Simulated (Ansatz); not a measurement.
Computed with B3LYP-D3(BJ)/def2-TZVP run with Ansatz (an electronic-structure program). No frequencies were computed at this level.

Ansatz 0.2 input:
```yaml
crystal:
  periodic: [false, false, false]
  atoms:
    - { symbol: N, position_ang: [2.019442, -0.143027, 0.304653] }
    - { symbol: C, position_ang: [0.884852, -0.016197, 0.183173] }
    - { symbol: C, position_ang: [-0.503787, 0.119662, 0.047169] }
    - { symbol: S, position_ang: [-1.548579, -0.938184, 0.699345] }
    - { symbol: H, position_ang: [-0.851926, 0.977749, -0.522348] }
basis:
  gaussian: { orbitals: def2-tzvp }
hamiltonian:
  xc: b3lyp
  dispersion: d3bj
relax:
  max_steps: 150
```

Output:

```
Functional definition: B3LYP
830 factors; their error is unknown
mean field evaluation 1: about -14408.0830 eV, gradient 5.8e1 eV
mean field evaluation 2: about -14387.0931 eV, gradient 9.9e1 eV
mean field evaluation 4: about -14415.4505 eV, gradient 1.7e1 eV
mean field evaluation 8: about -14416.0847 eV, gradient 2.7e-2 eV
mean field evaluation 16: about -14416.1045 eV, gradient 6.2e-5 eV
mean field -14416.10452754 eV, -529.7820698003 hartree, gradient 6.2e-5 eV, S^2 0.000000; 0 other end points of the search recorded, 0 dependent functions left out
reference -14416.10473362 eV, -529.7820773736 hartree; 18, 18 occupied and 118, 118 virtual orbitals, 830 factors
relax step   1: F+E_penalty+E_count = -14416.29788937 eV  Δ(F+E_penalty+E_count) = +0.000e0 eV  max|allowed force component| = 9.085e-1 eV/Å  Δτ_max = 0.0000 Å  (30 SCF iters, accepted)
these checks for a lower state are left out or cut short: starts, cluster_reference, orbital_swaps, neighbouring_geometries, increment
830 factors; their error is unknown
mean field -14416.11546921 eV, -529.7824718994 hartree, gradient 1.1e-5 eV, S^2 0.000000; 0 other end points of the search recorded, 0 dependent functions left out
reference -14416.11567576 eV, -529.7824794900 hartree; 18, 18 occupied and 118, 118 virtual orbitals, 830 factors
relax step   2: F+E_penalty+E_count = -14416.30815588 eV  Δ(F+E_penalty+E_count) = -1.027e-2 eV  max|allowed force component| = 4.572e-1 eV/Å  Δτ_max = 0.0138 Å  (36 SCF iters, accepted)
these checks for a lower state are left out or cut short: starts, cluster_reference, orbital_swaps, neighbouring_geometries, increment
830 factors; their error is unknown
mean field evaluation 32: about -14416.0403 eV, gradient 1.1e-5 eV
mean field -14416.04031577 eV, -529.7797100615 hartree, gradient 1.1e-5 eV, S^2 0.000000; 0 other end points of the search recorded, 0 dependent functions left out
reference -14416.04052170 eV, -529.7797176293 hartree; 18, 18 occupied and 118, 118 virtual orbitals, 830 factors
relax step   3: F+E_penalty+E_count = -14416.23218407 eV  Δ(F+E_penalty+E_count) = +7.597e-2 eV  max|allowed force component| = 1.019e0 eV/Å  Δτ_max = 0.1024 Å  (40 SCF iters, rejected (line search))
these checks for a lower state are left out or cut short: starts, cluster_reference, orbital_swaps, neighbouring_geometries, increment
830 factors; their error is unknown
mean field -14416.11866502 eV, -529.7825893432 hartree, gradient 1.1e-5 eV, S^2 0.000000; 0 other end points of the search recorded, 0 dependent functions left out
reference -14416.11887171 eV, -529.7825969391 hartree; 18, 18 occupied and 118, 118 virtual orbitals, 830 factors
relax step   4: F+E_penalty+E_count = -14416.31111674 eV  Δ(F+E_penalty+E_count) = -2.961e-3 eV  max|allowed force component| = 2.268e-1 eV/Å  Δτ_max = 0.0207 Å  (34 SCF iters, accepted)
these checks for a lower state are left out or cut short: starts, cluster_reference, orbital_swaps, neighbouring_geometries, increment
830 factors; their error is unknown
mean field -14416.12006453 eV, -529.7826407743 hartree, gradient 1.1e-5 eV, S^2 0.000000; 0 other end points of the search recorded, 0 dependent functions left out
reference -14416.12027144 eV, -529.7826483780 hartree; 18, 18 occupied and 118, 118 virtual orbitals, 830 factors
relax step   5: F+E_penalty+E_count = -14416.31213458 eV  Δ(F+E_penalty+E_count) = -1.018e-3 eV  max|allowed force component| = 5.706e-2 eV/Å  Δτ_max = 0.0076 Å  (34 SCF iters, accepted)
these checks for a lower state are left out or cut short: starts, cluster_reference, orbital_swaps, neighbouring_geometries, increment
830 factors; their error is unknown
mean field -14416.12021590 eV, -529.7826463371 hartree, gradient 1.1e-5 eV, S^2 0.000000; 0 other end points of the search recorded, 0 dependent functions left out
reference -14416.12042279 eV, -529.7826539401 hartree; 18, 18 occupied and 118, 118 virtual orbitals, 830 factors
relax step   6: F+E_penalty+E_count = -14416.31230643 eV  Δ(F+E_penalty+E_count) = -1.718e-4 eV  max|allowed force component| = 8.788e-3 eV/Å  Δτ_max = 0.0044 Å  (36 SCF iters, accepted)
830 factors; their error is unknown
mean field evaluation 64: about -14415.5219 eV, gradient 1.6e1 eV
mean field -14416.12021590 eV, -529.7826463371 hartree, gradient 1.1e-5 eV, S^2 0.000000; 1 other end points of the search recorded, 0 dependent functions left out
reference -14416.12042279 eV, -529.7826539401 hartree; 18, 18 occupied and 118, 118 virtual orbitals, 830 factors
Total energy: -14416.31251332 eV, -529.7897131368 hartree
Atom 0 at     2.039085    -0.118935     0.288864 Å, force    -0.001290    -0.000975     0.000784 eV/Å
Atom 1 at     0.893079    -0.028332     0.191218 Å, force    -0.000725     0.002868    -0.002195 eV/Å
Atom 2 at    -0.518138     0.105321     0.056490 Å, force     0.000632    -0.008466     0.005526 eV/Å
Atom 3 at    -1.578874    -0.932605     0.693473 Å, force     0.004537     0.008788    -0.005501 eV/Å
Atom 4 at    -0.835149     0.974554    -0.518053 Å, force    -0.003155    -0.002216     0.001385 eV/Å
Dipole moment:    -0.472779     0.207586    -0.150686 e Å
```

Cost: very roughly 20 core-seconds.
